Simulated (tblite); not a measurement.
Compound: C₃H₁₁NO₂Si₂.
Z-matrix (Å and degrees, GFN2-xTB geometry), rows numbered from 1:
```
C 
O   1  1.4099
C   2  1.4063  1  113.29
C   3  1.5306  2  113.24  1   -77.66
O   4  1.2211  3  120.86  2   155.12
N   4  1.3325  3  115.39  2   -25.87
Si  6  1.7738  4  121.77  3  -178.89
Si  7  2.3078  6  104.68  4     0.99
H   1  1.0956  2  111.70  3    59.76
H   1  1.0879  2  106.40  3   179.33
H   1  1.0958  2  110.85  3   -61.74
H   3  1.0977  2  111.76  1    45.94
H   3  1.0950  2  106.38  1   164.23
H   6  1.0110  4  114.48  3     0.54
H   7  1.4709  6  101.10  4   127.11
H   7  1.4725  6  101.15  4  -124.87
H   8  1.4606  7  114.45  6   -67.62
H   8  1.4601  7  114.38  6    65.64
H   8  1.4855  7  104.58  6   179.09
```

Computed values, GFN2-xTB/tblite, gas phase, harmonic and unscaled. Errors from tens to a few hundred cm⁻¹ against measured bands are possible. Modes of hydrogen on silicon can be 10 to 20 % off. One conformer, not necessarily the lowest.

Harmonic wavenumbers (cm⁻¹): 31.5, 71.3, 82.2, 119.0, 142.3, 153.6, 205.3, 277.0, 282.1, 355.4, 391.9, 461.1, 490.9, 511.8, 528.1, 547.4, 607.3, 626.6, 661.7, 672.3, 735.6, 787.7, 819.9, 859.6, 881.0, 923.4, 957.5, 991.5, 1103.9, 1131.7, 1146.0, 1191.6, 1237.7, 1293.2, 1394.8, 1407.9, 1429.5, 1468.3, 1488.1, 1705.7, 2069.9, 2158.9, 2191.4, 2260.5, 2274.6, 2909.5, 2918.4, 2937.3, 2952.5, 3034.6, 3405.1.

A = 2863, B = 745.1, C = 653.1 MHz; mass 149.033 u (most abundant isotopes); point group C1, symmetry number 1.

Q: What is the zero-point energy?

A: Half the sum of the wavenumbers: 29643 cm⁻¹ = 84.75 kcal/mol.

Q: Give the ideal-gas entropy at 298.15 K and 1 bar in the rigid-rotor, harmonic-oscillator model (classical rotation).

A: Translation 40.93, rotation 29.82, vibration 35.94: S = 106.7 cal/(mol K).

Q: And Cp and H(298.15 K) − H(0)?

A: Cp = 44.12 cal/(mol K), of which vibrations give 36.18 (their classical limit is 51 R = 101.3); H(298.15 K) − H(0) = 7.92 kcal/mol without the zero-point energy, 5.55 from vibrations.

Q: Which modes carry the vibrational entropy at 298.15 K?

A: 31.5 cm⁻¹: 5.73; 71.3 cm⁻¹: 4.12; 82.2 cm⁻¹: 3.84; 119.0 cm⁻¹: 3.12; 142.3 cm⁻¹: 2.77; 153.6 cm⁻¹: 2.63 cal/(mol K); the other 45 give 13.73 together.

Q: Blend soft modes into free rotors: weight 1/[1 + (100 cm⁻¹/ν̃)⁴] for the oscillator and the rest for a rotor with moment μB/(μ + B), μ = h/(8π²ν), B = 10⁻⁴⁴ kg m². What vibrational entropy results?

A: 32.74 cal/(mol K) in place of 35.94, which changes −T·S at 298.15 K by +0.95 kcal/mol.

Q: How do the functions run with temperature in this model?

A: 
```
 T (K)  S (cal/(mol K))  Cp (cal/(mol K))  H − H(0) (kcal/mol)  G − H(0) (kcal/mol)  ln q(vib)
    50             61.0              14.6                 0.54                -2.51       0.82
   100             73.2              21.0                 1.44                -5.88       2.38
373.15            117.4              51.6                11.52               -32.30      11.05
   500            134.1              62.1                18.76               -48.27      14.90
   750            162.2              76.5                36.23               -85.41      22.01
  1000            185.6              85.8                56.60              -128.96      28.45
```

q(vib) and H(0) count from the zero-point level.

Hindered rotation and anharmonicity are outside this model. Other conformers, if any are populated, would add a mixing term that is left out. The structure is chiral; the term R ln 2 for an equal mix with its mirror image is left out.
